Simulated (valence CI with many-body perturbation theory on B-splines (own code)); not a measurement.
# E1 transitions of Ge¹⁹⁺

Level of theory: relativistic CI+MBPT: three valence electrons over a frozen Dirac-Fock core [Ne], a basis of 11 s, 11 p, 10 d, 8 f, 5 g, 2 h functions for each j, with the one-electron correlation potential Σ1, the two-electron term Σ2, the three-electron term Σ3, Breit, model QED; selected CI, second order for the rest, scaled by the run's own slope (own B-spline code, finite nucleus).

No measured levels were compared; by estimate levels of excited configurations hold to 0.05 to 0.15 % of their energy, terms of the ground configuration to about 0.5 %.

Lines 151 to 200 of 583 in falling wavelength, among levels below 3008200 cm⁻¹, chosen from the strongest by gf and those to the six lowest levels. Wavelengths and rates use the calculated energies, so an error of 400 cm⁻¹ moves a line at 20.20 nm by 0.081 % and its rate by three times that or more. Electric multipoles are in the length gauge, E1 and E2 with the static RPA response of the core. Weak lines are less certain than strong ones. Lines between different terms over intervals too small for the method are left out, as are lines whose strength nearly cancels. Where a level lies close to another of its J and parity, the split of strength between their lines is uncertain. The highest levels of a list are the least certain.

Names give the largest LS component (configuration and term), which can be under half, so a name can repeat, a term be missing and a line seem to break the LS rules; names also repeat where a configuration has a term twice. Letters in brackets count levels of one name in rising energy.

| λ vac (nm) | Upper | Lower | A (s⁻¹) | S (a.u.) with core polarisation | S without |
| --- | --- | --- | --- | --- | --- |
| 20.20 | 3s3p3d ²F°_7/2 [b] | 3s²3d ²D_5/2 | 3.89e+10 | 1.26e+00 | 1.30e+00 |
| 20.18 | 3p²3d ²D_5/2 [b] | 3s3p3d ²F°_7/2 [a] | 2.13e+10 | 5.19e-01 | 5.35e-01 |
| 20.15 | 3p²3d ⁴P_5/2 | 3s3p3d ⁴D°_3/2 | 3.94e+09 | 9.55e-02 | 9.85e-02 |
| 20.15 | 3p3d² ²G°_9/2 [b] | 3s3d² ²G_9/2 | 1.00e+10 | 4.05e-01 | 4.18e-01 |
| 20.10 | 3p²3d ⁴P_3/2 [b] | 3s3p3d ⁴D°_5/2 | 7.74e+09 | 1.24e-01 | 1.28e-01 |
| 20.10 | 3p²3d ²D_5/2 [a] | 3s3p3d ⁴D°_5/2 | 4.37e+09 | 1.05e-01 | 1.08e-01 |
| 20.08 | 3p²3d ²D_3/2 [b] | 3s3p3d ²P°_1/2 [a] | 2.02e+10 | 3.23e-01 | 3.33e-01 |
| 20.06 | 3p²3d ⁴D_5/2 | 3s3p3d ⁴F°_7/2 | 1.00e+10 | 2.39e-01 | 2.47e-01 |
| 20.06 | 3p3d² ²F°_5/2 [d] | 3s3d² ²G_7/2 | 1.92e+10 | 4.59e-01 | 4.74e-01 |
| 20.05 | 3p²3d ²D_5/2 [a] | 3s3p3d ⁴D°_7/2 | 8.82e+09 | 2.10e-01 | 2.17e-01 |
| 20.05 | 3p3d² ²F°_7/2 [b] | 3p²3d ²D_5/2 [c] | 2.90e+09 | 9.21e-02 | 9.49e-02 |
| 20.05 | 3p3d² ²P°_3/2 [b] | 3s3d² ²D_5/2 | 6.23e+09 | 9.90e-02 | 1.02e-01 |
| 20.05 | 3p²3d ⁴D_7/2 | 3s3p3d ⁴F°_9/2 | 7.57e+09 | 2.41e-01 | 2.48e-01 |
| 20.01 | 3p³ ²P°_1/2 | 3s3p² ²D_3/2 | 2.23e+10 | 1.76e-01 | 1.82e-01 |
| 20.01 | 3d³ ²G_9/2 | 3p3d² ²F°_7/2 [c] | 3.73e+10 | 1.47e+00 | 1.52e+00 |
| 20.00 | 3p²3d ²P_3/2 [a] | 3s3p3d ⁴F°_3/2 | 5.70e+09 | 9.01e-02 | 9.30e-02 |
| 19.97 | 3p²3d ⁴P_5/2 | 3s3p3d ⁴P°_5/2 | 9.68e+09 | 2.28e-01 | 2.35e-01 |
| 19.93 | 3p3d² ²H°_9/2 | 3p²3d ²F_7/2 [b] | 6.19e+09 | 2.42e-01 | 2.49e-01 |
| 19.91 | 3p²3d ²G_7/2 | 3s3p3d ⁴F°_9/2 | 2.89e+09 | 8.99e-02 | 9.28e-02 |
| 19.86 | 3p3d² ²F°_5/2 [a] | 3p²3d ⁴P_3/2 [a] | 4.52e+09 | 1.05e-01 | 1.08e-01 |
| 19.82 | 3s3d² ²D_5/2 | 3s3p3d ²P°_3/2 [b] | 8.52e+09 | 1.96e-01 | 2.02e-01 |
| 19.75 | 3p³ ²P°_3/2 | 3s3p² ²D_5/2 | 1.57e+10 | 2.39e-01 | 2.46e-01 |
| 19.72 | 3p²3d ²D_3/2 [a] | 3s3p3d ²D°_5/2 [a] | 1.07e+10 | 1.62e-01 | 1.67e-01 |
| 19.71 | 3p²3d ⁴D_1/2 | 3s3p3d ⁴F°_3/2 | 1.89e+10 | 1.43e-01 | 1.48e-01 |
| 19.68 | 3s3p3d ²F°_5/2 [b] | 3s²3d ²D_3/2 | 4.10e+10 | 9.24e-01 | 9.53e-01 |
| 19.64 | 3p³ ²D°_5/2 | 3s3p² ⁴P_3/2 | 2.14e+07 | 4.81e-04 | 4.94e-04 |
| 19.63 | 3p3d² ²G°_7/2 [b] | 3s3d² ²G_7/2 | 9.19e+09 | 2.75e-01 | 2.83e-01 |
| 19.59 | 3p²3d ²F_5/2 [b] | 3s3p3d ²F°_5/2 [a] | 1.36e+10 | 3.03e-01 | 3.13e-01 |
| 19.57 | 3s3d² ²D_5/2 | 3s3p3d ²D°_3/2 [b] | 6.44e+09 | 1.43e-01 | 1.47e-01 |
| 19.45 | 3p³ ²D°_3/2 | 3s3p² ⁴P_1/2 | 2.68e+09 | 3.89e-02 | 4.01e-02 |
| 19.42 | 3p²3d ⁴D_3/2 | 3s3p3d ⁴F°_5/2 | 1.04e+10 | 1.51e-01 | 1.55e-01 |
| 19.40 | 3p²3d ²D_5/2 [c] | 3s3p3d ²P°_3/2 [a] | 2.45e+10 | 5.29e-01 | 5.45e-01 |
| 19.39 | 3s3d² ²D_3/2 | 3s3p3d ²P°_1/2 [b] | 1.03e+10 | 1.48e-01 | 1.53e-01 |
| 19.38 | 3p²3d ⁴D_5/2 | 3s3p3d ⁴F°_5/2 | 9.41e+09 | 2.03e-01 | 2.09e-01 |
| 19.33 | 3p²3d ²P_3/2 [b] | 3s3p3d ²F°_5/2 [a] | 7.05e+09 | 1.00e-01 | 1.04e-01 |
| 19.31 | 3p3d² ⁴G°_11/2 | 3p²3d ²G_9/2 | 2.06e+09 | 8.80e-02 | 9.06e-02 |
| 19.31 | 3p³ ⁴S°_3/2 | 3s3p² ⁴P_3/2 | 1.72e+10 | 2.45e-01 | 2.53e-01 |
| 19.27 | 3p³ ²P°_3/2 | 3s3p² ²D_3/2 | 1.34e+09 | 1.90e-02 | 1.96e-02 |
| 19.27 | 3d³ ²P_3/2 | 3p3d² ²P°_3/2 [b] | 1.24e+10 | 1.75e-01 | 1.80e-01 |
| 19.20 | 3p²3d ²G_9/2 | 3s3p3d ⁴F°_9/2 | 5.56e+09 | 1.94e-01 | 2.00e-01 |
| 19.16 | 3d³ ²D_5/2 [b] | 3p3d² ²P°_3/2 [c] | 3.12e+10 | 6.49e-01 | 6.68e-01 |
| 19.11 | 3d³ ²D_3/2 [b] | 3p3d² ²P°_3/2 [c] | 1.02e+10 | 1.40e-01 | 1.44e-01 |
| 19.00 | 3p²3d ⁴D_7/2 | 3s3p3d ⁴F°_7/2 | 6.13e+09 | 1.66e-01 | 1.71e-01 |
| 18.93 | 3d³ ²F_5/2 | 3p3d² ²G°_7/2 [b] | 4.49e+09 | 9.03e-02 | 9.29e-02 |
| 18.93 | 3s3p3d ²D°_3/2 [b] | 3s²3d ²D_5/2 | 2.13e+10 | 2.85e-01 | 2.94e-01 |
| 18.85 | 3s3p3d ²P°_1/2 [b] | 3s²3d ²D_3/2 | 4.25e+10 | 2.81e-01 | 2.90e-01 |
| 18.84 | 3s3p² ²P_1/2 | 3s²3p ²P°_1/2 | 4.36e+10 | 2.88e-01 | 2.97e-01 |
| 18.83 | 3s3p² ²S_1/2 | 3s²3p ²P°_3/2 | 3.73e+10 | 2.46e-01 | 2.54e-01 |
| 18.82 | 3d³ ²D_3/2 [b] | 3p3d² ²P°_1/2 [c] | 2.92e+10 | 3.85e-01 | 3.96e-01 |
| 18.82 | 3p3d² ²P°_3/2 [a] | 3p²3d ²S_1/2 | 6.44e+09 | 8.48e-02 | 8.73e-02 |
